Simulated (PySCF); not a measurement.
Splitting trees

Geometry (Å), atoms numbered from 1 in this order:
```xyz
5

Ge   -0.0864   -0.0002   -0.0710
F    -0.1357   -0.0021    1.6567
F     1.5973    0.0054   -0.4635
H    -0.6918    1.3158   -0.5596
H    -0.6834   -1.3190   -0.5626
```

Gas phase, a single conformation, fast rotation and ring inversion assumed for equivalent nuclei, relativity neglected. J couplings at PBE/pcJ-1 (pcSseg-1 on Ge); shielding tensors at B3LYP/pcSseg-1 (pcSseg-2 on Ge) (GIAO); structure optimised with PBE0-D3(BJ)/def2-SVP; PySCF.

Referencing at the same level of theory: ¹H (σref 31.38) vs TMS; CFCl3 for ¹⁹F (σref 171.94).

Spectrometer: 400 MHz for ¹H. First-order analysis; couplings under 1 Hz (under 4 Hz in carbon signals) are ignored, and nearly equal couplings are merged; the smaller ones broaden or split the lines further.

(1) What pattern does H4/H5 show (¹H)?

(2) What pattern does F2/F3 show (¹⁹F)?

Results:

(1) A triplet at δ 5.83: 33.6 Hz to F2/F3 (2 × ¹⁹F, 2 bonds away). Lines in Hz from the centre (relative intensity): +33.6 (1), +0.0 (2), -33.6 (1). The outer lines are 67.2 Hz apart, the sum of the couplings kept, or 0.168 ppm at this field.

(2) A triplet at δ -167.4: 33.6 Hz to H4/H5 (2 × ¹H, 2 bonds away). Lines in Hz from the centre (relative intensity): +33.6 (1), +0.0 (2), -33.6 (1). The outer lines are 67.2 Hz apart, the sum of the couplings kept, or 0.179 ppm at this field.

Relativistic effects, spin–orbit coupling among them, are left out; they matter for Ge and for the light atoms bonded to it.
